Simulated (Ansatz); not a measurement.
Reaction (formal exchange of groups at a Ge–C bond): `C[CH]([AlH2])[GeH3]` + `OCC#CF` → `FC#[C][GeH3]` + `C[CH]([AlH2])CO`

Program: Ansatz. Geometries: PBE0-D4/def2-TZVP. ΔE: electronic, gas phase. CCSD(T)/CBS adds triple-zeta CCSD(T) − MP2 to the extrapolated MP2 energy (def2 sets, frozen cores). DFT in def2-TZVPP. For Ge outer-core shells are correlated without core-valence functions, which leaves a few kJ/mol of doubt a bond. Scalar relativity is left out up to krypton. One conformer a species, not always the lowest.

`C[CH]([AlH2])[GeH3]`:

Z-matrix (Å, degrees):
```
C
C 1 1.533
H 1 1.094 2 111.8
H 1 1.095 2 112.4 3 -120.4
H 1 1.094 2 111.5 3 119.3
Al 2 1.953 1 115.4 3 -61.8
Ge 2 1.967 1 110.3 3 174.6
H 2 1.098 1 110.7 3 60.6
H 6 1.590 2 119.6 1 -17.4
H 6 1.589 2 119.9 1 164.0
H 7 1.540 2 111.4 1 -170.7
H 7 1.545 2 110.3 1 69.2
H 7 1.542 2 109.9 1 -49.5
```

`OCC#CF`:

Cartesian coordinates in Å:
```
O -0.418 1.624 -0.433
C 0.534 0.587 -0.352
C 0.046 -0.599 0.349
C -0.382 -1.567 0.904
F -0.832 -2.596 1.502
H -1.226 1.259 -0.805
H 0.888 0.290 -1.349
H 1.390 1.002 0.183
```

`FC#[C][GeH3]`:

Cartesian coordinates in Å:
```
F 2.212 -0.608 2.287
C 1.346 -0.370 1.391
C 0.525 -0.144 0.542
Ge -0.769 0.211 -0.794
H -1.976 -0.707 -0.567
H -1.193 1.681 -0.690
H -0.145 -0.063 -2.168
```

`C[CH]([AlH2])CO`:

Z-matrix (Å, degrees):
```
C
C 1 1.531
H 1 1.093 2 111.2
H 1 1.095 2 111.3 3 119.4
H 1 1.093 2 111.8 3 -120.7
Al 2 1.968 1 112.9 3 172.7
C 2 1.511 1 112.4 3 -57.7
H 2 1.104 1 107.8 3 59.3
H 6 1.592 2 121.2 1 144.1
H 6 1.590 2 119.0 1 -37.5
O 7 1.420 2 109.3 1 61.1
H 7 1.102 2 109.8 1 -59.7
H 7 1.100 2 110.4 1 -177.6
H 11 0.960 7 108.7 2 -177.1
```

```
             level  ΔE (kJ/mol)
            r2SCAN        -16.2
     HF/def2-TZVPP        -25.2
CCSD(T)/def2-TZVPP        -21.4
    MP2/def2-QZVPP        -19.2
```

Task: What does CCSD(T)/CBS give? (Estimate.)

Result: Ansatz gave: -17.6 kJ/mol. The listed levels differ from it by 1.4, -7.6, -3.8, -1.6 kJ/mol.

Largest T1 diagnostic among the species: 0.013.

In def2-TZVPP, CCSD(T) changes the Hartree–Fock value by +3.8 kJ/mol (the triples alone add +0.4 kJ/mol) and MP2 by +4.0 kJ/mol.
